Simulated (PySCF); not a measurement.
SiCl2FI, SMILES F[Si](Cl)(Cl)I.

The structure is a stationary point at PBE0-D3(BJ)/def2-SVP. The structure was generated by enumeration, and PubChem lists no compound with its InChIKey, so it may never have been made. The def2 effective core potentials stand for the cores of I; spin–orbit coupling is left out.

All values below come from TDDFT-M06-2X/def2-SVPD run with PySCF.

Vertical excitations. Gas-phase values at a fixed geometry. State labels are in the subgroup Cs.

Computed UV-visible absorptions:
```csv
state,symmetry,energy (eV),λ (nm),f,main pairs
S1,A",5.54,224,0.008,HOMO→LUMO 95 %
S2,A',5.58,222,0.008,HOMO−1→LUMO 95 %
S3,A",7.22,172,0.008,"HOMO→LUMO+4 41 %, HOMO→LUMO+1 32 %, HOMO→LUMO+2 13 %"
S4,A",7.39,168,0.008,HOMO−3→LUMO 84 %
S5,A',7.40,168,0.051,"HOMO−2→LUMO 40 %, HOMO−1→LUMO+1 26 %, HOMO−1→LUMO+4 21 %, HOMO−1→LUMO+2 7 %"
S6,A',7.55,164,0.051,"HOMO−2→LUMO 32 %, HOMO→LUMO+3 22 %, HOMO→LUMO+5 17 %, HOMO−1→LUMO+1 14 %"
S7,A",7.55,164,0.000,"HOMO−1→LUMO+5 30 %, HOMO−1→LUMO+3 29 %, HOMO−4→LUMO 26 %"
S8,A",7.73,160,0.030,"HOMO−4→LUMO 38 %, HOMO→LUMO+1 25 %, HOMO−1→LUMO+5 12 %, HOMO−1→LUMO+3 9 %"
S9,A",7.76,160,0.054,"HOMO→LUMO+4 41 %, HOMO→LUMO+1 26 %, HOMO−4→LUMO 18 %"
S10,A',7.83,158,0.081,"HOMO−1→LUMO+1 40 %, HOMO−1→LUMO+4 37 %, HOMO→LUMO+5 7 %"
T1,A",5.14,241,0,HOMO→LUMO 93 %
T2,A',5.18,239,0,HOMO−1→LUMO 93 %
T3,A',6.48,191,0,HOMO−2→LUMO 75 %
T4,A",7.04,176,0,HOMO−3→LUMO 68 %
```
Triplets are in the Tamm–Dancoff approximation, which puts them higher than full response would, so one can lie above its singlet here.
